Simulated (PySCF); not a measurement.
Computed IR spectrum (relative IR intensity) of a molecule C2H5FO2Si. Coordinates come from a PBE-D3(BJ)/def2-SVP optimisation. The values are those of a single conformer. These are PBE-D3(BJ)/def2-SVP run with PySCF values and carry that method's errors. Frequencies are harmonic and unscaled.

Lines under 2 % of the strongest are left out, and lines within 2 cm⁻¹ are merged.

| ν (cm⁻¹) | relative intensity |
|---|---|
| 133 | 7.2 |
| 282 | 4.1 |
| 362 | 12 |
| 595 | 4.4 |
| 613 | 23 |
| 737 | 15 |
| 765 | 45 |
| 823 | 35 |
| 846 | 11 |
| 905 | 10 |
| 947 | 31 |
| 965 | 74 |
| 1025 | 84 |
| 1098 | 8.1 |
| 1158 | 47 |
| 1352 | 4.4 |
| 1368 | 7.6 |
| 1731 | 63 |
| 2236 | 51 |
| 2844 | 47 |
| 3477 | 100 |

Problem. Which structure fits?
A. O=CC[Si@H](O)F
B. C=CO[Si@H](O)F
C. O[Si]1(F)COC1
D. C=C[Si](O)(O)F

Solution. A, O=CC[Si@H](O)F
